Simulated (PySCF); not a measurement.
A structure optimised at r2SCAN-D4/def2-TZVP, used in a PySCF frequency run:

```xyz
4

Mg     0.0000     0.0000    -1.5908
I      0.0000     0.0000     0.9454
O      0.0000     0.0000    -3.3408
H      0.0000     0.0000    -4.2893
```
Charge 0, spin multiplicity 1.

### Question
Write its SMILES, formula and point group.

### Answer
[OH][Mg][I], HIMgO, C∞v

### Question
What are its rotational constants (standard atomic weights)?

### Answer
1.3705 GHz (linear rotor, B only)
